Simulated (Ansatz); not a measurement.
This geometry of CH5NSeSi2 (10 atoms, charge 0, multiplicity 1) is a first-order saddle point.

Level of theory: RKS r2SCAN/def2-SVP (Ansatz).

```xyz
10
Properties=species:S:1:pos:R:3
N -3.178 -0.006 0.431
C -2.039 0.246 0.409
Si -0.215 0.595 0.333
Si 0.859 -1.442 -0.118
Se 0.086 2.105 -1.372
H 0.170 1.226 1.627
H 2.332 -1.202 -0.167
H 0.377 -1.906 -1.451
H 0.543 -2.462 0.926
H 1.147 2.793 -0.617
```

Problem. Which two structures does it join? (They come from a converged band through this point; their orientation in space is the band's.)

Solution. No bond is made or broken. The dihedral H6–Si3–Se5–H10 goes from 75 to -50°.

Image 0:

```xyz
10
Properties=species:S:1:pos:R:3
N -3.251 -0.188 0.161
C -2.139 0.145 0.268
Si -0.350 0.618 0.426
Si 0.955 -1.272 -0.053
Se -0.065 2.245 -1.161
H -0.172 1.123 1.820
H 2.387 -0.844 -0.085
H 0.552 -1.793 -1.390
H 0.771 -2.321 0.995
H 1.397 2.237 -0.978
```

Image 10:

```xyz
10
Properties=species:S:1:pos:R:3
N -3.038 0.087 0.458
C -1.889 0.282 0.430
Si -0.049 0.555 0.361
Si 0.957 -1.497 -0.172
Se 0.469 2.030 -1.303
H 0.331 1.082 1.703
H 2.438 -1.315 -0.212
H 0.459 -1.934 -1.508
H 0.593 -2.502 0.868
H -0.188 3.160 -0.623
```

Problem. How far does it lie above each of them?

Solution. 0.5 kcal/mol above the first and 1.2 kcal/mol above the second. This is the barrier of this one path; another mechanism may lie lower.

The run took 4.7 min on 2 threads of Arm Neoverse V2, with other jobs on the host, peak memory 0.2 GiB.
